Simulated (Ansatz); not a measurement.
`F[Si](F)([SeH])[SeH]` + `BCl` → `ClB[SeH]` + `F[SiH](F)[SeH]`  (formal exchange of groups at the Se–Si bond)

Isolated molecules relaxed with PBE0-D4/def2-TZVP in Ansatz; ΔE leaves out vibrations. CCSD(T)/CBS is the MP2 limit (def2-TZVPP, def2-QZVPP) plus CCSD(T) − MP2 in def2-TZVPP, frozen cores. This one scheme is used for every species. For Se outer-core shells are correlated without core-valence functions, which leaves a few kJ/mol of doubt a bond. Scalar relativity is left out up to krypton. One conformer a species, not always the lowest.

| species | CCSD(T)/def2-TZVPP energy (Eh) |
| --- | --- |
| `F[Si](F)([SeH])[SeH]` | -5290.18286 |
| `BCl` | -485.72789 |
| `ClB[SeH]` | -2885.89203 |
| `F[SiH](F)[SeH]` | -2890.02534 |

(1) Work out ΔE.

Largest T1 diagnostic among the species: 0.012.

Answers

(1) ΔE = (-2885.89203) + (-2890.02534) − (-5290.18286) − (-485.72789) = -0.00662 Eh = -17.4 kJ/mol. CCSD(T)/CBS gives -14.1 kJ/mol.

From PBE to PBE0 (25 % exact exchange), in def2-TZVPP and without D4, ΔE moves by +3.2 kJ/mol. At CCSD(T), def2-SVP lies −13.3 kJ/mol from the extrapolated value and def2-TZVPP −3.2 kJ/mol.
